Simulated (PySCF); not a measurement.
PySCF input (PBE/3-21G):

```python
import numpy as np, basis_set_exchange as bse
from pyscf import gto, scf, dft, df
from pyscf.prop.polarizability import rks as pol

basis = {'B': gto.basis.parse(bse.get_basis('3-21G', elements=['B'], fmt='nwchem')), 'H': gto.basis.parse(bse.get_basis('3-21G', elements=['H'], fmt='nwchem')), 'N': gto.basis.parse(bse.get_basis('3-21G', elements=['N'], fmt='nwchem'))}
mol = gto.M(
    atom='''
    B    -0.77657967    0.03230627   -0.00413419
    N     0.60979542   -0.02536793    0.00324630
    H    -1.39837774   -0.98543134   -0.02544751
    H    -1.31189213    1.09818051    0.01101914
    H     1.19719081    0.79223349    0.02089926
    H     1.12740949   -0.88893853   -0.00852404
    ''',
    basis=basis,
    charge=0,
    verbose=4,
    max_memory=7359,
)
mf = dft.RKS(mol, xc='pbe')
mf.grids.level = 3
mf.conv_tol = 1e-9
mf.max_cycle = 100
print('smallest overlap eigenvalue', np.linalg.eigvalsh(mol.intor('int1e_ovlp'))[0])
mf.kernel()
dip = mf.dip_moment()
p = pol.Polarizability(mf)
p.max_cycle_cphf = 60
alpha = p.polarizability()
print('polarisability/bohr^3', alpha.trace() / 3)
```

Output:

```
PySCF version 2.14.0

[INPUT] verbose = 4
[INPUT] num. atoms = 6
[INPUT] num. electrons = 16
[INPUT] charge = 0
[INPUT] spin (= nelec alpha-beta = 2S) = 0
[INPUT] symmetry False subgroup None
[INPUT] Mole.unit = angstrom
[INPUT] Symbol           X                Y                Z      unit          X                Y                Z       unit  Magmom
[INPUT]  1 B     -0.776579670000   0.032306270000  -0.004134190000 AA   -1.467522890205   0.061050002406  -0.007812486847 Bohr   0.0
[INPUT]  2 N      0.609795420000  -0.025367930000   0.003246300000 AA    1.152346335814  -0.047938440047   0.006134617918 Bohr   0.0
[INPUT]  3 H     -1.398377740000  -0.985431340000  -0.025447510000 AA   -2.642550947288  -1.862195347163  -0.048088824452 Bohr   0.0
[INPUT]  4 H     -1.311892130000   1.098180510000   0.011019140000 AA   -2.479116830672   2.075260399235   0.020823156728 Bohr   0.0
[INPUT]  5 H      1.197190810000   0.792233490000   0.020899260000 AA    2.262362749746   1.497104322808   0.039493877606 Bohr   0.0
[INPUT]  6 H      1.127409490000  -0.888938530000  -0.008524040000 AA    2.130495166336  -1.679850363273  -0.016108101075 Bohr   0.0

nuclear repulsion = 32.2949639009591
number of shells = 18
number of NR pGTOs = 42
number of NR cGTOs = 26
basis = {'B': [[0, [116.434, 0.06296046589], [17.4314, 0.3633038032], [3.68016, 0.6972546223]], [0, [2.28187, -0.3686634773], [0.465248, 1.199444806]], [0, [0.124328, 1.0]], [1, [2.28187, 0.2311519023], [0.465248, 0.8667636337]], [1, [0.124328, 1.0]]], 'H': [[0, [5.447178, 0.1562849787], [0.82454724, 0.9046908767]], [0, [0.18319158, 1.0]]], 'N': [[0, [242.766, 0.05986570051], [36.4851, 0.352955003], [7.81449, 0.706513006]], [0, [5.42522, -0.4133000774], [1.14915, 1.224417267]], [0, [0.283205, 1.0]], [1, [5.42522, 0.2379720162], [1.14915, 0.8589530586]], [1, [0.283205, 1.0]]]}
ecp = {}
smallest overlap eigenvalue 0.034722990764607393

******** <class 'pyscf.dft.rks.RKS'> ********
method = RKS
initial guess = minao
damping factor = 0
level_shift factor = 0
DIIS = <class 'pyscf.scf.diis.CDIIS'>
diis_start_cycle = 1
diis_space = 8
diis_damp = 0
SCF conv_tol = 1e-09
SCF conv_tol_grad = None
SCF max_cycles = 100
direct_scf = True
direct_scf_tol = 1e-13
XC library pyscf.dft.libxc version 7.1.2
    S. Lehtola, C. Steigemann, M. J. T. Oliveira, and M. A. L. Marques,  SoftwareX 7, 1–5 (2018)
XC functionals = pbe
    J. P. Perdew, K. Burke, and M. Ernzerhof,  Phys. Rev. Lett. 77, 3865 (1996)
    J. P. Perdew, K. Burke, and M. Ernzerhof,  Phys. Rev. Lett. 78, 1396 (1997)
    J. P. Perdew, K. Burke, and M. Ernzerhof,  Phys. Rev. Lett. 77, 3865 (1996)
    J. P. Perdew, K. Burke, and M. Ernzerhof,  Phys. Rev. Lett. 78, 1396 (1997)
radial grids:
    Treutler-Ahlrichs [JCP 102, 346 (1995); DOI:10.1063/1.469408] (M4) radial grids

becke partition: Becke, JCP 88, 2547 (1988); DOI:10.1063/1.454033
pruning grids: <function nwchem_prune>
grids dens level: 3
symmetrized grids: False
atomic radii adjust function: <function treutler_atomic_radii_adjust>
small_rho_cutoff = 0
Set gradient conv threshold to 3.16228e-05
Initial guess from minao.
tot grids = 67184
init E= -81.3613530784656
  HOMO = -0.337471734649214  LUMO = -0.0823947463170631  gap/eV = 6.94100
cycle= 1 E= -81.4367913168071  delta_E= -0.0754  |g|= 0.313  |ddm|= 1.98
  HOMO = -0.190795261461074  LUMO = 0.0477199084457913  gap/eV = 6.49033
cycle= 2 E= -81.42506160388  delta_E= 0.0117  |g|= 0.414  |ddm|= 0.604
  HOMO = -0.252495370946379  LUMO = 0.0046085188738112  gap/eV = 6.99615
cycle= 3 E= -81.4604636885891  delta_E= -0.0354  |g|= 0.104  |ddm|= 0.351
  HOMO = -0.254239855320959  LUMO = -0.00233547195979478  gap/eV = 6.85467
cycle= 4 E= -81.4635414468231  delta_E= -0.00308  |g|= 0.0137  |ddm|= 0.104
  HOMO = -0.25389242780202  LUMO = -0.00139363207393384  gap/eV = 6.87084
cycle= 5 E= -81.4635950675214  delta_E= -5.36e-05  |g|= 0.00208  |ddm|= 0.0147
  HOMO = -0.254393332862466  LUMO = -0.00157765844262592  gap/eV = 6.87946
cycle= 6 E= -81.4635966175853  delta_E= -1.55e-06  |g|= 0.000108  |ddm|= 0.00336
  HOMO = -0.254363507239824  LUMO = -0.0015699839918133  gap/eV = 6.87886
cycle= 7 E= -81.4635966234794  delta_E= -5.89e-09  |g|= 1.45e-05  |ddm|= 0.000213
  HOMO = -0.254366473807079  LUMO = -0.00157182354212049  gap/eV = 6.87889
cycle= 8 E= -81.4635966235282  delta_E= -4.88e-11  |g|= 3.4e-07  |ddm|= 1.12e-05
  HOMO = -0.254366535507627  LUMO = -0.00157179052816403  gap/eV = 6.87890
Extra cycle  E= -81.4635966235281  delta_E= 1.42e-13  |g|= 4.18e-07  |ddm|= 8.19e-07
converged SCF energy = -81.4635966235281
Dipole moment(X, Y, Z, Debye):  2.51714, -0.10473,  0.01340
Isotropic polarizability 18.1349899457
Polarizability anisotropy 13.4659181219
polarisability/bohr^3 18.134989945672924
```
